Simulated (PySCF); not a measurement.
Input of a run (HF/def2-SVP geometry optimisation, gas phase (PySCF 2.14.0)), started from GFN2-xTB:
```
{"job": {"xc": "HF", "basis": "def2-SVP", "grid": 1, "kind": "geom"}, "charge": 0, "multiplicity": 1}
C      3.860722     0.354587    -0.330669
C      2.749734    -0.036950    -0.947213
C      1.441080    -0.106275    -0.339808
C      0.336664    -0.578538    -0.922501
C     -0.859114    -0.553298    -0.018484
C     -2.118086    -0.024394    -0.709541
C     -3.342988    -0.086569     0.194309
C     -0.378651     0.319370     1.157464
C      1.155946     0.318985     1.077770
H      3.865248     0.659692     0.702049
H      4.809682     0.381144    -0.838762
H      2.789407    -0.341255    -1.986118
H      0.273408    -0.965670    -1.925688
H     -1.065983    -1.575498     0.326683
H     -1.946086     1.007325    -1.024994
H     -2.304163    -0.619697    -1.606838
H     -4.221573     0.281934    -0.330454
H     -3.534726    -1.111832     0.504368
H     -3.196328     0.519567     1.084968
H     -0.750682     1.336302     1.022036
H     -0.737687    -0.047040     2.117586
H      1.577802     1.298700     1.303783
H      1.591620    -0.403606     1.773071
```

Output (energies in Eh, forces in Eh/bohr):
```
step   0  E = -348.68388433  max force = 0.018122
step   1  E = -348.68534374  max force = 0.003722
step   2  E = -348.68539216  max force = 0.000967
step   3  E = -348.68539638  max force = 0.000760
step   4  E = -348.68539863  max force = 0.000484
step   5  E = -348.68540004  max force = 0.000405
optimisation converged
```

Summarise the run.

The energy falls by 4.0 kJ/mol over 6 energy and gradient evaluations, the largest force component goes from 0.0181 to 4.0e-04 Eh/bohr, and the atoms move by 0.057 Å rms after alignment. The bond that changes most is C2–C3 (alkene CH carbon to fully substituted alkene carbon), which lengthens by 0.024 Å. Bonds longer at the end by more than 0.005 Å: 6 of 23; shorter: 1. The energy never rose by more than 1e-6 Eh on the way. The first step brought 96 % of the lowering.

What are the final bond lengths?

C1=C2 1.327 Å, C2–C3 1.468 Å, C3=C4 1.330 Å, C4–C5 1.511 Å, C5–C6 1.531 Å, C6–C7 1.526 Å, C5–C8 1.546 Å, C8–C9 1.539 Å, C3–C9 1.515 Å, C1–H10 1.083 Å, C1–H11 1.082 Å, C2–H12 1.085 Å, C4–H13 1.084 Å, C5–H14 1.099 Å, C6–H15 1.095 Å, C6–H16 1.094 Å, C7–H17 1.092 Å, C7–H18 1.093 Å, C7–H19 1.092 Å, C8–H20 1.093 Å, C8–H21 1.091 Å, C9–H22 1.092 Å, C9–H23 1.095 Å. Numbering counts from 1 in the input's order; the species is `C=CC1=C[C@H](CC)CC1`.

The run used 196 basis functions and 37 SCF cycles in all. On 4 threads, Intel Xeon Platinum 8488C (x86_64), shared host with 96 logical CPUs at a one-minute load of 66, this took 27 s wall, 2.3 min CPU and 1.1 GiB of memory at its peak.

Not checked by HF/def2-SVP frequencies. One conformer, not necessarily the lowest.
